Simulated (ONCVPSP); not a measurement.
## cobalt: one change to an ONCV potential, before and after

- Element: Co (Z = 27)
- Generator: ONCVPSP 4.0.1
- Type: optimised norm-conserving Vanderbilt (ONCV)
- Functional: PBE
- Relativity: scalar-relativistic
- Frozen core: [Ne]
- Valence charge: 17
- Reference configuration: 3s2 3p6 3d8 4s1
- Partial waves: 3s+4s: rc 1.25 bohr, ncon 4, nbas 7, qcut 9.5 1/bohr, 2 projectors; 3p: rc 1.25 bohr, ncon 5, nbas 8, qcut 11 1/bohr, 2 projectors, debl 3.1 Ha; 3d: rc 1.80 bohr, ncon 5, nbas 9, qcut 7.9 1/bohr, 1 projector
- Local potential: polynomial inside 1.00 bohr (lpopt 5, dvloc0 3 Ha)
- Core correction: Teter function, fcfact 3.75, rcfact 1.15

Change: s: rc 0.88; local potential polynomial inside 0.88 bohr (lpopt 5, dvloc0 3 Ha).

Cutoffs: the cutoffs (Ha) at which the residual kinetic energy of the hardest occupied pseudo-wave falls to 1 and 0.1 mHa per electron; they do not see the model core or the augmentation charge, which bear on the density cutoff. Errors are all-electron minus pseudo energies relative to the spin-unpolarised reference configuration.

**Question.** How do hardness, ghosts and transferability respond?

**Answer.** The potential gets harder (37 Ha and 79 Ha → 113 Ha and 157 Ha); the errors of the 4 common tests hardly move; neither file shows a bound ghost. A smaller radius makes the pseudo-wave follow the all-electron one further in, where it bends more sharply, so more plane waves are needed.

```tsv
quantity	base	changed
cutoff, loose	37 Ha	113 Ha
cutoff, tight	79 Ha	157 Ha
loose cutoff by channel	s 33 Ha, p 37 Ha, d 30 Ha	s 113 Ha, p 37 Ha, d 30 Ha
bound ghosts	none	none
GHOST(+) flags under 300 eV	s at 103.4 eV	none
error for 3s2 3p6 3d7 4s2, meV [ΔE 1.20 eV]	+34	+35
error for 3s2 3p6 3d7 4s1, meV [ΔE 10.23 eV]	+8.6	+9.3
error for 3s2 3p6 3d7 4s0, meV [ΔE 27.02 eV]	-24	-23
error for 3s2 3p6 3d6 4s2, meV [ΔE 16.39 eV]	+230	+235
p: phases at 1.27 bohr within 0.05 rad from the reference energy up to (Ha; the scan ends near 5)	to the end of the scan	to the end of the scan
d: phases at 1.82 bohr within 0.05 rad from the reference energy up to (Ha; the scan ends near 5)	0.7	0.7
rms error of d²Exc/dni dnj with the model core, mHa	1.39	1.26
```
